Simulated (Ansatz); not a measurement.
Match the barriers

Saddle point of Si2H5ClOF4, singlet (Si₂H₃OF₃ ([F][Si]([F])([F])[O][SiH3]) + HCl + HF → SiClF₃ ([F][Si]([F])([F])[Cl]) + SiH₄O ([OH][SiH3]) + HF (still joined by a long Si–O bond); bonds formed: Si1–Cl8, O2–H9, H7–F10; bonds broken: H7–Cl8, H9–F10; bonds weakened to dative contacts: Si1–O2), PBE0-D4/def2-TZVP structure:

Si1  (-0.416, 0.360, 1.322)
O2  (0.071, -0.065, -0.254)
Si3  (-0.929, 0.174, -1.638)
F4  (-1.836, 0.906, 0.779)
F5  (0.126, 1.705, 1.929)
F6  (-0.960, -0.775, 2.265)
H7  (2.245, -0.883, 0.601)
Cl8  (1.805, -0.520, 2.028)
H9  (1.117, -0.538, -0.482)
F10  (2.180, -0.996, -0.538)
H11  (-1.185, 1.615, -1.804)
H12  (-0.063, -0.349, -2.718)
H13  (-2.153, -0.634, -1.491)
(Å)

Ansatz 0.2.0; basis: def2-TZVPP, with def2-QZVPP for the basis limit; cores frozen in the correlated methods. B3LYP uses VWN-RPA correlation. Extrapolation: Hartree–Fock as exp(−7.88 √X), correlation as X^−2.97. Four methods, as single points on the PBE0-D4 structures, gave these electronic barriers from the start structure: 82.1, 91.5, 101.6, 178.7 kJ/mol.

Task: The methods were, in alphabetical order, B3LYP-D4, BLYP-D4, CCSD(T), HF. Which gave which? (Judge from chemistry; the calculation decides.)

Result: The calculation gives: BLYP-D4 82.1; B3LYP-D4 91.5; CCSD(T) 101.6; HF 178.7 kJ/mol. For comparison, CCSD(T) at an estimated basis limit (MP2 extrapolated from triple and quadruple zeta, plus CCSD(T) − MP2 in triple zeta) gives 98.3 kJ/mol.

T1 diagnostic: at most 0.012.

Labels in which every atom is bracketed show which atoms are joined, not bond orders.

For scale, one of the runs: CCSD(T)/def2-TZVPP, 351 basis functions, launched by `ansatz run in.yaml --threads 4 --pin off --events-out ev --progress --plain --max-ram 46080MiB --backend cuda --devices 0, --max-vram 37GiB`. Time: 18 s of wall clock on 4 CPU threads of an AMD EPYC 7R13 and a share of one NVIDIA H100; the host was shared. Peak host memory: 0.89 GiB.
